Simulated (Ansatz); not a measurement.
## Ligand exchange through a proton shuttle

Start structure (Al2NH8O5, doublet), relaxed at PBE0-D4/def2-TZVP:

```tsv
atom	x (Å)	y (Å)	z (Å)
Al1	-1.0751	0.6997	0.8414
O2	-1.2761	0.0516	-0.7388
Al3	-0.0730	0.7828	-1.6922
O4	-0.2655	1.9358	-2.9247
O5	1.4398	-0.0520	-1.8011
O6	-2.3107	1.0532	1.9752
H7	0.6052	-1.1455	1.3628
N8	-0.1621	-0.7023	1.9066
H9	1.9238	-2.5709	-0.0545
O10	1.9040	-1.6724	0.2805
H11	-1.0590	2.4609	-3.0081
H12	2.1126	0.2920	-2.3891
H13	-2.9786	1.7193	1.8262
H14	0.2214	-0.3389	2.7732
H15	-0.8385	-1.4188	2.1597
H16	1.8315	-1.0944	-0.5171
```

The step: Al₂H₃O₄ ([OH][Al][O][Al]([OH])[OH]) + H₂O + NH₃ → AlH₃O₃ ([OH][Al]([OH])[OH]) + AlNH₃O ([NH2][Al][OH]) + H₂O; bonds formed: O2–H9, H7–O10; dative contacts that become bonds: Al1–N8; bonds broken: H7–N8, H9–O10. Program: Ansatz 0.2.0. Basis: def2-TZVPP and def2-QZVPP. Cores are frozen in the correlated methods; orbitals are unrestricted. Extrapolation: Hartree–Fock as exp(−7.88 √X), correlation as X^−2.97. Energies below are by CCSD(T) at an estimated basis limit (MP2 extrapolated from triple and quadruple zeta, plus CCSD(T) − MP2 in triple zeta).

**Question.** What are the electronic barrier and the energy of the step, from the start structure to the end structure? (An estimate is asked for; the value comes from the calculation.)

**Answer.** Computed: Barrier 0.871 eV; step energy 0.568 eV (uphill); reverse barrier, their difference, 0.303 eV. Barrier and step energy count from the start structure, the reverse barrier from the end structure.

The saddle point: One imaginary mode of 733i cm⁻¹.
```tsv
pair	start (Å)	saddle (Å)	end (Å)
Al1–N8	1.98	1.87	1.81
O2–H9	4.19	1.28	1.02
H7–O10	1.77	1.08	0.98
H7–N8	1.04	1.52	2.03
H9–O10	0.96	1.16	1.62
```

Zero-point energy (harmonic, PBE0-D4): ZPE is 3.020 eV at the start and 2.865 eV at the saddle, so the barrier goes from 0.871 to 0.716 eV.

The T1 diagnostic stays at or below 0.015. ⟨S²⟩ of the unrestricted Hartree–Fock references: 0.75 (a pure state has 0.75).

Labels in which every atom is bracketed show which atoms are joined, not bond orders.

For scale, one of the runs: CCSD(T)/def2-TZVPP, 382 basis functions, launched by `ansatz run in.yaml --threads 4 --pin off --events-out ev --progress --plain --max-ram 46080MiB --backend cuda --devices 0, --max-vram 37GiB`. Hardware: 4 CPU threads of an AMD EPYC 7R13 and a share of one NVIDIA H100, shared host. Wall time 69 s; peak host memory 1.7 GiB.
